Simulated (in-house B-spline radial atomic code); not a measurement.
# RPA and G0W0 on HSE06: Mg III (Mg2+)

Configuration [He] 2s2 2p6, mean-field start HSE06. Computed with a B-spline radial code for spherical atoms: all electrons, non-relativistic, point nucleus, each spin shell either full or empty, empty states to l = 9 with an (l + 1/2)⁻⁴ tail; G0W0 by contour deformation at full frequency.

Command:
```bash
python run_gw.py task.json out
```
Settings (radii: box in bohr, nucleus in fm):
```
Z                        12
electrons                10
configuration            [He] 2s2 2p6
hamiltonian              nr
method                   hse06
lmax                     9
spin_polarised           False
box_radius               17.55
intervals                48
```

Time taken, with all properties: 1 s on 1 thread of Arm Neoverse N1, with other jobs on the host.

Energies (hartree):

```json
{"term": "mean-field total", "value": "-199.14789"}
{"term": "Hartree-Fock functional on these orbitals", "value": "-198.82696"}
{"term": "direct second order", "value": "-0.67166"}
{"term": "second-order exchange", "value": "0.23794"}
{"term": "SOSEX correction", "value": "0.21709"}
```

Question: What is the RPA correlation energy, and what remains with SOSEX?

Answer: RPA gives -0.58939 hartree (-1.6 eV per electron); RPA + SOSEX gives -0.3723, and the second-order doubles -0.43372 hartree (no singles). SOSEX takes back 37 % of the RPA value.

Quasi-particle levels (eV):

```csv
level,occupied,mean field,Σx - vxc,Σc,QP weight,G0W0
2p,yes,-70.34,-11.75,?,?,?
2s,yes,-105.08,-17.09,5.73,0.879,-116.44
3s,no,-17.610,3.19,-0.42,0.996,-14.838
```

G0W0 = mean field + (Σx - vxc) + Σc, with Σc (partial-wave tail included) taken at the quasi-particle energy. Levels of low weight are left out.

Question: Where does G0W0 put 2p?

Answer: At -80.00 eV, with Σc = 2.09 eV and a quasi-particle weight of 0.948. The tabulated removal energy is 80.144 eV (NIST, measured); the calculation leaves out relativity, Breit and QED terms, and what these don't explain is the method's own error.
